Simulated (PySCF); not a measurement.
Electronic structure of Pm (promethium, neutral) at the M06-L level

Configuration: [Xe] 4f4 6s2 6p1, one real determinant (an excited configuration). Calculation: PySCF 2.14, in x2c-TZVPPall with one added diffuse shell each of s, p, d, f type (12s8p8d5f2g, 129 functions); the spin-free X2C one-electron Hamiltonian (Gaussian nucleus).

| Quantity | Value |
| --- | --- |
| Total energy | -10019.46 hartree |
| One-electron energy | -13666.54 hartree |
| Hartree (Coulomb) energy | 3878.46 hartree |
| Exchange-correlation energy | -231.37 hartree |
| ⟨S²⟩ | 9.0210 |
| ⟨L²⟩ | 37.348 |
| Sum of ⟨r⟩ | 46.08 bohr |
| Sum of ⟨r²⟩ | 98.91 bohr² |
| Traceless quadrupole moment −½Σ⟨3z² − r²⟩ along its main axis | -10.5 e·bohr² |
| Langevin diamagnetic susceptibility | -78.3 ×10⁻⁶ cm³/mol |
| Time after the integrals | of the order of 19 core-seconds |

| shell | electrons | mean orbital energy (hartree) | spread (hartree) | rms radius, mean of both spins (bohr) |
| --- | --- | --- | --- | --- |
| 1s α | 1 | -1653.20529 | 0 | 0.0264 |
| 1s β | 1 | -1653.20450 | 0 | 0.0264 |
| 2s α | 1 | -269.99406 | 0 | 0.107 |
| 2s β | 1 | -269.99339 | 0 | 0.107 |
| 2p α | 3 | -241.25708 | 0.00053 | 0.0959 |
| 2p β | 3 | -241.25614 | 0.00014 | 0.0959 |
| 3s α | 1 | -59.58327 | 0 | 0.278 |
| 3s β | 1 | -59.52098 | 0 | 0.278 |
| 3p α | 3 | -50.45325 | 0.00414 | 0.278 |
| 3p β | 3 | -50.39042 | 0.00733 | 0.278 |
| 3d α | 5 | -37.81195 | 0.00348 | 0.256 |
| 3d β | 5 | -37.76191 | 0.01111 | 0.256 |
| 4s α | 1 | -12.30779 | 0 | 0.629 |
| 4s β | 1 | -12.17683 | 0 | 0.629 |
| 4p α | 3 | -9.28700 | 0.00615 | 0.667 |
| 4p β | 3 | -9.14941 | 0.01098 | 0.667 |
| 4d α | 5 | -4.97579 | 0.02093 | 0.738 |
| 4d β | 5 | -4.82615 | 0.02525 | 0.738 |
| 5s α | 1 | -1.79734 | 0 | 1.51 |
| 5s β | 1 | -1.72684 | 0 | 1.51 |
| 5p α | 3 | -1.04389 | 0.00343 | 1.75 |
| 5p β | 3 | -0.99568 | 0.00321 | 1.75 |
| 4f α | 4 | -0.43276 | 0.02151 | 1.06 |
| 6s α | 1 | -0.19150 | 0 | 4.12 |
| 6s β | 1 | -0.18034 | 0 | 4.12 |
| 6p α | 1 | -0.08880 | 0 | 5.23 |

⟨L²⟩ = 37.35 against 56 for a pure K term, so this real determinant mixes terms. Spin-orbit coupling, absent here, splits the open shell strongly. ⟨S²⟩ = 9.02 against 8.75 shows spin contamination.

Densities and radii are taken from the X2C orbitals without a picture-change correction, which distorts them close to the nucleus.
